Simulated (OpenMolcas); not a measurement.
## OpenMolcas run: Ni4+

Ni4+ among 4 point charges of -1.62 e arranged as a square (D4h), 1.74 Å from the ion. With inversion symmetry the input lists one of each pair of outer charges.

Input:

```
&GATEWAY
Coord
1

Ni 0.0 0.0 0.0
Basis=ANO-RCC-VDZP
Group=XYZ
NoMove
AngMom=0.0 0.0 0.0
AMFI
XField
2 Angstrom 0
1.740000 0.000000 0.000000 -1.620000
0.000000 1.740000 0.000000 -1.620000
&SEWARD
&RASSCF
FileOrb=start.orb
Symmetry=1
Spin=5
nActEl=6 0 0
Inactive=3 6
Ras2=5 0
CIRoot=5 5 1
SDav=5
CIMx=300
Iter=120 100
PrWF=0.3
OrbListing=Nothing
MaxOrb=0
>>> COPY $Project.JobIph JOB001
&RASSCF
FileOrb=start.orb
Symmetry=1
Spin=3
nActEl=6 0 0
Inactive=3 6
Ras2=5 0
CIRoot=45 45 1
SDav=45
CIMx=300
Iter=120 100
PrWF=0.3
OrbListing=Nothing
MaxOrb=0
>>> COPY $Project.JobIph JOB002
&RASSCF
FileOrb=start.orb
Symmetry=1
Spin=1
nActEl=6 0 0
Inactive=3 6
Ras2=5 0
CIRoot=50 50 1
SDav=50
CIMx=300
Iter=120 100
PrWF=0.3
OrbListing=Nothing
MaxOrb=0
>>> COPY $Project.JobIph JOB003
&RASSI
NrOfJobIphs=3 5 45 50
1 2 3 4 5
1 2 3 4 5 6 7 8 9 10 11 12 13 14 15 16 17 18 19 20 21 22 23 24 25 26 27
28 29 30 31 32 33 34 35 36 37 38 39 40 41 42 43 44 45
1 2 3 4 5 6 7 8 9 10 11 12 13 14 15 16 17 18 19 20 21 22 23 24 25 26 27
28 29 30 31 32 33 34 35 36 37 38 39 40 41 42 43 44 45 46 47 48 49 50
IphNames
JOB001
JOB002
JOB003
EJob
SpinOrbit
DIPRint=1.0
SOCoupling=1000.0
Subsets=2
Property=9
'ANGMOM' 1 'ANGMOM' 2 'ANGMOM' 3 'MLTPL  1' 1 'MLTPL  1' 2 'MLTPL  1' 3
'AMFI' 1 'AMFI' 2 'AMFI' 3
SOProperty=3
'ANGMOM' 1 'ANGMOM' 2 'ANGMOM' 3
```

Launched by
```bash
OMP_NUM_THREADS=1 MOLCAS_MEM=1689 MOLCAS_PROJECT=a pymolcas a.inp > a.log  # once for each step of the input, in one work folder
```

A driver script runs the steps one by one and writes start.orb anew before each from the orbitals found so far.

Output, cut to the results:

```
--- SEWARD ---
Basis set label: NI.ANO-RCC...5S4P2D1F.

      Electronic valence basis set:
      ------------------
      Associated Effective Charge  28.000000 au
      Associated Actual Charge     28.000000 au
      Nuclear Model: Point charge

      Shell  nPrim  nBasis  Cartesian Spherical Contaminant
         s      21       5        X
         p      15       4        X
         d      10       2                 X
         f       6       1                 X
                  Relativistic Douglas-Kroll-Hess integrals:
                    - DKH order of Hamiltonian: 2
                    - DKH order of Properties : 0
                  Atomic mean-field integrals
--- RASSCF ---
Wave function specifications:
      -----------------------------

      Number of closed shell electrons          18
      Number of electrons in active shells       6
      Max number of holes in RAS1 space          0
      Max nr of electrons in RAS3 space          0
      Number of inactive orbitals                9
      Number of active orbitals                  5
      Number of secondary orbitals              20
      Spin quantum number                      2.0
      State symmetry                             1
Orbital specifications:
      -----------------------

      Symmetry species                           1   2
                                                ag  au
      Frozen orbitals                            0   0
      Inactive orbitals                          3   6
      Active orbitals                            5   0
      RAS1 orbitals                              0   0
      RAS2 orbitals                              5   0
      RAS3 orbitals                              0   0
      Secondary orbitals                         7  13
      Deleted orbitals                           0   0
      Number of basis functions                 15  19
      Number of CSFs                             5
      Number of root(s) required                 5
      Iter CI   SX   CI       RASSCF       Energy    max ROT     max BLB   max BLB  Level Ln srch  Step   QN
          iter iter root      energy       change     param      element    value   shift minimum  type update
 Nr of preliminary CI iterations:   1
      Total energies have been shifted. Add                -1000.00 au
        1   1    7    0  -522.00009245    0.00E+00  -2.18E-01*   8  15 1  9.31E-01*  0.00   0.00    SX    NO
        2   1    7    0  -522.84304563   -8.43E-01* -4.36E-02    6  12 2  4.17E-01*  0.00   0.00    SX    NO
        3   1    6    0  -522.87979031   -3.67E-02*  3.41E-02    4  10 2 -1.03E-01*  0.00   0.00    SX    NO
        4   1    6    0  -522.88750053   -7.71E-03* -1.90E-02    6  12 2  7.78E-02*  0.00   0.00    SX    NO
        5   1    6    0  -522.88991160   -2.41E-03* -7.05E-03    5  11 2 -4.38E-02*  0.00   0.62    QN   YES
        6   1    5    0  -522.89132168   -1.41E-03* -3.50E-04    4  10 2 -1.36E-03*  0.00   1.04    QN   YES
        7   1    4    0  -522.89132408   -2.40E-06*  4.84E-06    6  12 2  6.71E-05   0.00   1.00    QN   YES
        8   1    3    0  -522.89132408   -1.50E-09  -7.18E-07    6  12 2  8.31E-06   0.00   1.14    QN   YES
      Convergence after  8 iterations
        9   1    3    0  -522.89132408   -2.48E-11  -7.18E-07    6  10 1 -1.02E-07   0.00   1.14    QN   YES
      Natural orbitals and occupation numbers for root  1
      sym 1:   1.000000   1.000000   2.000000   1.000000   1.000000
      Natural orbitals and occupation numbers for root  2
      sym 1:   1.000000   1.000000   1.000000   2.000000   1.000000
      Natural orbitals and occupation numbers for root  3
      sym 1:   2.000000   1.000000   1.000000   1.000000   1.000000
::    RASSCF root number  1 Total energy:  -1522.91445511
::    RASSCF root number  2 Total energy:  -1522.90603923
::    RASSCF root number  3 Total energy:  -1522.90603923
::    RASSCF root number  4 Total energy:  -1522.87269090
::    RASSCF root number  5 Total energy:  -1522.85739594
--- RASSCF ---
Wave function specifications:
      -----------------------------

      Number of closed shell electrons          18
      Number of electrons in active shells       6
      Max number of holes in RAS1 space          0
      Max nr of electrons in RAS3 space          0
      Number of inactive orbitals                9
      Number of active orbitals                  5
      Number of secondary orbitals              20
      Spin quantum number                      1.0
...
--- RASSI ---
SPIN-FREE ENERGIES:
  (Shifted by EMIN (a.u.) =      -1522.9144551095)

 SF State       Relative EMIN(au)   Rel lowest level(eV)    D:o, cm**(-1)      L_eff

     1             0.0000000000        0.0000000000              0.0000         2.0
     2             0.0084158818        0.2290078095           1847.0725         2.0
     3             0.0084158818        0.2290078095           1847.0725         2.0
     4             0.0417642053        1.1364619207           9166.1836         2.0
     5             0.0570591712        1.5526591452          12523.0406         2.0
     6             0.1371552334        3.7321840323          30102.0943         4.5
     7             0.1375629715        3.7432791508          30191.5825         4.6
     8             0.1375629715        3.7432791508          30191.5825         4.6
     9             0.1407766143        3.8307268263          30896.8955         4.6
    10             0.1416677607        3.8549761552          31092.4796         4.8
    11             0.1416677607        3.8549761552          31092.4796         4.8
    12             0.1426043073        3.8804608865          31298.0278         4.9
    13             0.1480678253        4.0291307851          32497.1314         4.7
    14             0.1514069921        4.1199941414          33229.9938         4.6
    15             0.1514069921        4.1199941414          33229.9938         4.6
    16             0.1525215379        4.1503224786          33474.6083         4.6
    17             0.1593992692        4.3374750805          34984.0958         3.2
    18             0.1593992692        4.3374750805          34984.0958         3.2
    19             0.1599676430        4.3529413210          35108.8395         3.4
    20             0.1632779063        4.4430181732          35835.3583         3.0
    21             0.1659811958        4.5165784297          36428.6618         2.8
...
```

Spin-orbit levels above the lowest (labels of D4, the rotations of D4h):

| E (cm-1) | Degeneracy | Label | 2S+1 | g |
| --- | --- | --- | --- | --- |
| 0.0 | 1 | A1 | 5 |  |
| 49.6 | 2 | E | 5 | 0.00 0.00 3.91 |
| 210.8 | 1 | B2 | 5 |  |
| 211.4 | 1 | B1 | 5 |  |
| 1757 | 2 | E | 5 | 0.00 0.00 10.00 |
| 2107 | 1 | B2 | 5 |  |
| 2116 | 1 | B1 | 5 |  |
| 2324 | 2 | E | 5 | 0.00 0.00 2.48 |
| 2417 | 1 | A2 | 5 |  |
| 2721 | 1 | A1 | 5 |  |
| 2784 | 2 | E | 5 | 0.00 0.00 5.61 |
| 9286 | 1 | A1 | 5 |  |
| 9286 | 1 | A2 | 5 |  |
| 9497 | 2 | E | 5 | 0.00 0.00 5.03 |
| 9570 | 1 | B2 | 5 |  |
| 12912 | 1 | B1 | 5 |  |
| 12958 | 2 | E | 5 | 0.00 0.00 2.97 |
| 13087 | 1 | A1 | 5 |  |
| 13087 | 1 | A2 | 5 |  |
| 29692 | 1 | A1 | 3 |  |

Without dynamic correlation the repulsion within the d shell is too large (B by tens of per cent), so at a given field states of lower spin stand too high. Point charges give a weaker field than real ligands, and real ions of this kind are often low spin; the high spin found here belongs to the model. This is an electrostatic model: the charges have no orbitals. No measured value stands beside these numbers.

The RASSCF and RASSI steps took 24 s on 1 thread of Intel(R) Xeon(R) 6975P-C (Granite Rapids), with other jobs on the host; the integral step is not counted.

With an even number of electrons the g values are those of a degenerate or nearly degenerate non-Kramers pair.
